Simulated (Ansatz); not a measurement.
ClF$_{2}$HMoO$_{2}$, SMILES `[O]=[Mo]([OH])([F])([F])[Cl]` at its PBE0-D4/def2-TZVP geometry, where that method's forces vanish. Total charge 0; spin multiplicity 1. Mo takes the def2 core potential.

```csv
atom,x (Å),y (Å),z (Å)
O1,-1.277,-1.336,0.467
Mo2,-0.389,-0.025,0.033
O3,1.287,-0.774,-0.184
F4,-0.444,0.190,-1.806
F5,-1.631,1.339,-0.004
Cl6,0.340,0.972,1.953
H7,2.114,-0.366,-0.458
```

(1) For each bond, give half the difference of the two atoms' forces along it (eV/Å; positive pushes the atoms apart) under PBE-D4, r2SCAN-D4, B3LYP-D4, ωB97M-V in def2-TZVPP. (Best estimate.)

## Answers

(1) The calculation gave: 
```tsv
bond	length (Å)	PBE-D4	r2SCAN-D4	B3LYP-D4	ωB97M-V
O1–Mo2	1.642	1.37	0.79	0.51	-0.56
Mo2–O3	1.848	0.26	0.22	0.22	0.01
Mo2–F4	1.852	0.29	0.02	0.19	0.03
Mo2–F5	1.846	0.14	-0.05	0.15	0.08
Mo2–Cl6	2.284	-0.11	-0.04	0.12	0.20
O3–H7	0.962	0.18	-0.08	-0.13	-0.02
```

B3LYP here is the variant with VWN-RPA as its local correlation; programs differ in this.

All numbers were calculated with Ansatz.
